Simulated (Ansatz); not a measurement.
Relaxation of FGeH5O3 (10 atoms, charge 0, multiplicity 1), to a largest force component of 0.03 eV/Å in at most 50 steps.

These are results of RKS B3LYP-D4/def2-SVP in Ansatz 0.2.0, not measurements.

```xyz
10
Properties=species:S:1:pos:R:3
Ge -0.501 -0.112 -0.067
F 1.947 1.722 0.225
O 0.791 -0.785 0.941
O -1.940 -1.014 0.422
O -0.255 -0.330 -1.804
H 1.130 2.127 0.148
H -0.646 1.395 0.089
H 1.568 -0.204 0.914
H -1.771 -1.546 1.214
H -0.324 -1.254 -2.081
```

Task: Where does it end, and by what steps?

Result: The forces met the threshold. The force dipped under the threshold on the way, but the program's further checks kept it going. After 39 steps the energy has fallen by 0.540 eV; H6 moved furthest, 2.07 Å.

| step | energy less start (eV) | largest force component (eV/Å) | accepted |
| --- | --- | --- | --- |
| 0 | 0.0000 | 0.867 | yes |
| 2 | -0.0208 | 0.294 | yes |
| 4 | -0.0247 | 0.019 | yes |
| 6 | -0.0258 | 0.150 | yes |
| 8 | -0.0237 | 0.630 | no |
| 10 | -0.0319 | 0.196 | yes |
| 12 | -0.0525 | 0.294 | yes |
| 14 | -0.1041 | 1.643 | yes |
| 16 | -0.2719 | 0.866 | yes |
| 18 | -0.4533 | 0.637 | yes |
| 20 | -0.5017 | 0.217 | yes |
| 22 | -0.5122 | 0.107 | yes |
| 24 | -0.5187 | 0.089 | yes |
| 26 | -0.5220 | 0.142 | yes |
| 28 | -0.5243 | 0.237 | yes |
| 30 | -0.5291 | 0.201 | yes |
| 32 | -0.5332 | 0.208 | yes |
| 34 | -0.5362 | 0.207 | yes |
| 36 | -0.5391 | 0.053 | yes |
| 38 | -0.5402 | 0.052 | yes |
| 39 | -0.5405 | 0.027 | yes |

```xyz
10
Properties=species:S:1:pos:R:3
Ge -0.851 0.241 0.366
F 2.309 0.106 -0.352
O 0.408 0.409 1.575
O -1.448 -1.418 0.193
O 0.000 0.659 -1.192
H 1.541 0.373 -0.866
H -2.046 1.157 0.602
H 1.290 0.308 1.158
H -0.807 -2.081 0.488
H -0.396 0.245 -1.972
```

The run took 2.1 min on 2 threads of Arm Neoverse V1, on a shared host, peak memory 0.27 GiB.
